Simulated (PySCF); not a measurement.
## Bond curve of TeH

Set-up: PySCF, scalar-relativistic core potentials, basis sets Te aug-cc-pVDZ-PP with ECP28, H aug-cc-pVDZ. Energies in eV from Te + H in their ground configurations at the same level. State: ²Π (doublet), unpaired electrons π ↑.

All columns are PBE0. A positive dipole means Te(−)H(+).

```tsv
R (Å)	E (eV)	μ (D)	Mulliken charge on Te (basis-dependent)	HOMO (eV)	LUMO (eV)	Mayer bond order	⟨S²⟩
1.435	-2.235	0.38	-0.08	-6.39	-4.32	0.91	0.75
1.501	-2.588	0.31	-0.02	-6.38	-4.31	0.95	0.75
1.568	-2.790	0.24	0.03	-6.38	-4.30	0.98	0.75
1.618	-2.864	0.19	0.06	-6.37	-4.30	0.99	0.75
1.668	-2.885	0.14	0.09	-6.37	-4.30	1.00	0.75
1.718	-2.864	0.10	0.11	-6.37	-4.30	1.01	0.75
1.785	-2.784	0.04	0.12	-6.38	-4.30	1.01	0.75
1.868	-2.624	-0.04	0.13	-6.38	-4.31	1.01	0.75
1.968	-2.371	-0.13	0.13	-6.39	-4.32	1.01	0.76
2.102	-1.980	-0.24	0.12	-6.41	-4.33	1.01	0.76
```

A fit through these points gives, at Re = 1.666 Å, μ = 0.15 D and dμ/dR = -0.954 D/Å; the reduced mass is 1.0 u.

Question: How strong is the fundamental in the double-harmonic approximation, I = 42.26·(dμ/dR)²/μred km/mol?

Answer: I = 42.26·(-0.954)²/1.0 = 38.5 km/mol at PBE0.

These are scalar-relativistic numbers at best; spin–orbit coupling would shift them, the dissociation energy most. The state was picked by a PBE0 search and need not be the measured ground state.
